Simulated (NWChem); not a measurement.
Molecule: CdNH2F; SMILES [F][Cd][NH2]

```xyz
5

Cd    -0.0022    -0.0207     0.0144
F      0.0052    -1.9498    -0.0183
N      0.0052     1.9764     0.0497
H     -0.8017     2.3582    -0.4439
H      0.8251     2.3493    -0.4296
```
Atoms are numbered in this order, from 1.

Program: NWChem. All runs use the structure optimised with PBE0/def2-SVP. def2 effective core potentials on Cd; no spin-orbit coupling. Vertical excitations in the gas phase.

### Question
Estimate the computed values for PBE/def2-SVP, TDA. Quantities: lowest excitation, singlet (eV); oscillator strength of that lowest state; lowest triplet (eV); orbital gap (eV).

### Answer
- lowest excitation, singlet (eV) = 4.12
- oscillator strength of that lowest state = 0.031
- lowest triplet (eV) = 3.42
- orbital gap (eV) = 3.72
